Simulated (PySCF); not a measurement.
**Orbital energies and ionisation energy**

Species: C4H9F3Si2.
Numbering: `[F:1][C:2]([F:3])([F:4])[CH2:5][CH:6]1[SiH2:7][CH2:8][SiH2:9]1` (hydrogens: H10, H11 on C5; H12 on C6; H13, H14 on Si7; H15, H16 on C8; H17, H18 on Si9)

Structure used (PBE0-D3(BJ)/def2-SVP), in Å, numbered top down from 1:
```xyz
18
C4H9F3Si2 angstrom
F     -2.663   -1.606   -0.079
C     -2.515   -0.280   -0.173
F     -3.683    0.278    0.158
F     -2.292    0.000   -1.467
C     -1.395    0.218    0.705
C     -0.044   -0.351    0.317
Si     1.573    0.199    1.173
C      2.510    0.054   -0.472
Si     0.812    0.114   -1.332
H     -1.401    1.317    0.639
H     -1.674   -0.043    1.739
H     -0.066   -1.456    0.372
H      2.040   -0.650    2.314
H      1.472    1.619    1.632
H      3.250    0.827   -0.720
H      2.984   -0.936   -0.579
H      0.605   -0.804   -2.491
H      0.460    1.513   -1.725
```

Level: B3LYP/def2-SVPD (PySCF). Frontier orbitals with their largest atomic shares (Löwdin; up to four atoms above 4 %):

```json
{"orbital": "HOMO−3", "ε (eV)": "-9.17", "main atoms": "Si9 19 %, H18 15 %, Si7 12 %, C8 12 %"}
{"orbital": "HOMO−2", "ε (eV)": "-8.71", "main atoms": "C6 27 %, C8 21 %, Si7 12 %, C5 8 %"}
{"orbital": "HOMO−1", "ε (eV)": "-8.31", "main atoms": "C8 34 %, Si9 17 %, C6 14 %, Si7 13 %"}
{"orbital": "HOMO", "ε (eV)": "-7.74", "main atoms": "?"}
{"orbital": "LUMO", "ε (eV)": "-0.40", "main atoms": "Si7 20 %, Si9 14 %, C8 11 %, C6 9 %"}
{"orbital": "LUMO+1", "ε (eV)": "-0.05", "main atoms": "Si7 21 %, Si9 19 %, C8 8 %, H13 8 %"}
{"orbital": "LUMO+2", "ε (eV)": "0.50", "main atoms": "Si7 21 %, Si9 16 %, C8 14 %, H15 8 %"}
```

Question: What vertical ionisation energy does ΔSCF give, and how far is −ε(HOMO) from it?

Answer: ΔSCF: 9.68 eV (934 kJ/mol; threshold wavelength 128 nm); ⟨S²⟩ of the doublet left behind is 0.756, against 0.75 for a pure doublet. −ε(HOMO) is 7.74 eV, 1.94 eV below it. For the exact functional −ε(HOMO) would equal the first vertical ionisation energy; B3LYP (global hybrid, 20 % exact exchange) falls short of its own ΔSCF value by 20 %.

Question: On which atoms does the HOMO lie?

Answer: C6 (sp3 carbon bound to silicon) 26 %, Si9 (SiH2 silicon) 16 %, Si7 (SiH2 silicon) 15 %, C8 (sp3 carbon bound to silicon) 11 %, so no atom holds as much as 40 %. The HOMO−1 lies 0.57 eV lower.

Question: Shift the occupied levels rigidly so that −ε(HOMO) equals the ΔSCF value. What binding energies result?

Answer: The shift is +1.94 eV: HOMO 9.68, HOMO−1 10.25, HOMO−2 10.65, HOMO−3 11.11 eV. A rigid shift is only a rough guide to the deeper ionisations.

Question: What total energies stand behind the ΔSCF value?

Answer: E(N) = -1035.91503 Eh and E(N − 1) = -1035.55923 Eh at the same geometry, 0.35580 Eh apart.

Question: How many of the 10 lowest singlet excitations (vertical TDDFT, same level) lie below the ionisation energy?

Answer: All 10; they run from 6.27 to 7.75 eV.

Question: What kinetic energy would electrons from this vertical process carry with He I light (21.218 eV)?

Answer: 21.22 − 9.68 = 11.54 eV.

Isolated species at its PBE0-D3(BJ)/def2-SVP geometry (one conformer only).
